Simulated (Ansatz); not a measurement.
Molecule: BH2, net charge 1, singlet state. 
Geometry from a B3LYP-D3(BJ)/def2-TZVP (Ansatz, a program for electronic structure) optimisation:
```
B
H 1 1.1744
H 1 1.1744 2 180.00
```
Charge +1, spin multiplicity 1.

Basis-set convergence of Hartree-Fock and MP2 correlation energies (hartree) with Ansatz. Valence correlation only, unless marked. Spin-orbit coupling is left out. Non-relativistic.

```
basis       functions      E(HF)  E(corr, MP2)
----------  ---------  ---------  ------------
def2-SVP           24  -25.44778      -0.05603
def2-TZVPP         59  -25.47936      -0.06831
def2-QZVPP        117  -25.48066      -0.07291
```

Extrapolating the two largest sets (X = 3 and 4) as X^-3: E(corr) = (64·(-0.07291) - 27·(-0.06831))/37 = -0.0763 Eh, an estimate of the basis-set limit. The largest set recovers 95.6 % of it, the smallest 73.5 %.
